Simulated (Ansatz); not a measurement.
Basis-set extrapolation for CH$_{3}$AlClFSi, SMILES `F[Si]1(Cl)[CH2][AlH]1` (PBE0-D4/def2-TZVP geometry, frozen core, Ansatz). Multiplicity 1, RHF reference.

```tsv
	def2-TZVPP	def2-QZVPP
HF	-1129.557207	-1129.592471
MP2 correlation	-0.793519	-0.863522
CCSD(T) correlation	-0.868146	not run
```

Energies in hartree. Use E(X) = E(∞) + A·exp(−7.88·√X) for Hartree–Fock and E(X) = E(∞) + B·X^(−2.97) for correlation, with X = 3 and 4, and add CCSD(T) minus MP2 of the smaller set to the MP2 limit.

What is the CCSD(T) energy at the basis-set limit?

HF limit: -1129.592471 + (-0.035264) × 0.13774 = -1129.59733. MP2 limit: -0.863522 + (-0.070003) × 0.74074 = -0.91538. Higher-order term: -0.868146 − (-0.793519) = -0.07463. Total: -1130.58734 hartree, 425.3 kJ/mol below CCSD(T)/def2-TZVPP.
